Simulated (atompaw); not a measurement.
Pseudopotential generation for cerium (Ce): PAW (atompaw), PBE, scalar-relativistic.

| Item | Value |
| --- | --- |
| Element | Ce |
| Generator | atompaw 4.2.0.5 |
| Type | PAW |
| Functional | PBE |
| Relativity | scalar-relativistic |
| Frozen core | [Kr] 4d10 4f1 |
| Valence charge | 11 |
| Reference configuration | 5s2 5p6 5d1.5 6s1.5 6p0 |
| Partial waves | 5s (bound): rc 1.48 bohr; 6s (bound): rc 2.40 bohr; 5p (bound): rc 1.52 bohr; 6p (bound, empty): rc 2.40 bohr; 5d (bound): rc 2.28 bohr; 5d channel at 3.1 Ry: rc 2.40 bohr |
| Local potential | ultrasoft scheme with l = 3 at 1 Ry, radius 2.24 bohr |
| Core correction | smooth core density matched at 1.56 bohr |
| Augmentation charge | gaussian compensation charge, radius 1.80 bohr; PAW radius 2.40 bohr; waves and projectors: custom rrkj vanderbiltortho |

* Cutoffs needed: 30 Ry and 70 Ry (the cutoffs (Ry, on a coarse ladder) from which the occupation-weighted sum of valence levels, in a spherical-Bessel basis at the reference potential, stays within 10 and 1 mRy of its value at 400 Ry)
* Ghost test: no extra level below or beside the all-electron valence levels (s, p, d, f tested) (spherical-Bessel basis up to 400 Ry, 20 bohr box)
* Lowest eigenvalue of the overlap operator: 0.05 (s channel)
* Overlap eigenvalues printed by atompaw (projector basis): 0.0793, 0.119, 0.289, 14, 24.6, 107
* Warning: the pseudo core plus compensation charge is negative at some radii, so no UPF file was written
* Share of each valence orbital outside the PAW sphere: 5s 5 %, 6s 94 %, 5p 14 %, 6p 97 %, 5d 62 %
